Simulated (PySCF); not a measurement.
Computed data (PySCF 2.14): GFN2-xTB structure, shielding tensors at PBE0/pcSseg-1 (GIAO). No solvent model, relativity neglected, single conformer, fast rotation and ring inversion assumed for equivalent nuclei.

References, each an isolated molecule treated in the same way: ¹H and ¹³C vs TMS. Shifts are as computed. Against solution values, carbons near 30 ppm lie about +3 ppm off and those near 130 ppm about +5 ppm. Of 1211 compounds with measured shifts, 218 miss one by over three times the rms of a fit or turn the order of signals round; such compounds aren't used in these exercises. OH and NH positions are gas-phase values without hydrogen bonding to other molecules.

**Question.** Order these molecules by the shift of their most shielded carbon, lowest δ first.
A. C=Pc1ccco1
B. C[Si](C)(N)N
C. COC(=O)CCC(F)(F)F
D. N#C[C@]1(F)C=C1F
E. C=C[P@@]1(=O)C[C@@H]1C

**Answer.** B (2.7 ppm, methyl carbon bonded to Si), E (14.4 ppm, methyl carbon), C (31.3 ppm, sp3 CH2 α to a carbonyl), D (66.3 ppm, three-membered-ring carbon), A (119.0 ppm, aromatic CH).

**Question.** Order these molecules by the shift of their most shielded carbon-bound hydrogen, lowest δ first.
A. COC(=O)CCC(F)(F)F
B. C=C[P@@]1(=O)C[C@@H]1C
C. C=Pc1ccco1
D. N#C[C@]1(F)C=C1F
E. C[Si](C)(N)N

**Answer.** E (-0.06 ppm, hydrogen on a methyl carbon bonded to Si), B (1.17 ppm, hydrogen on a three-membered-ring carbon), A (2.36 ppm, hydrogen on an sp3 CH2), D (5.81 ppm, hydrogen on an alkene CH), C (6.76 ppm, hydrogen on an aromatic CH).

**Question.** How many ¹³C and ¹H signals does each give (equivalence by symmetry and fast rotation, but not about amide C–N or C=N bonds)? `N#C[C@]1(F)C=C1F`, `C=C[P@@]1(=O)C[C@@H]1C`, `COC(=O)CCC(F)(F)F`, `C=Pc1ccco1`, `C[Si](C)(N)N`

**Answer.** N#C[C@]1(F)C=C1F: 4 C, 1 H; C=C[P@@]1(=O)C[C@@H]1C: 5 C, 7 H; COC(=O)CCC(F)(F)F: 5 C, 3 H; C=Pc1ccco1: 5 C, 5 H; C[Si](C)(N)N: 1 C, 2 H.
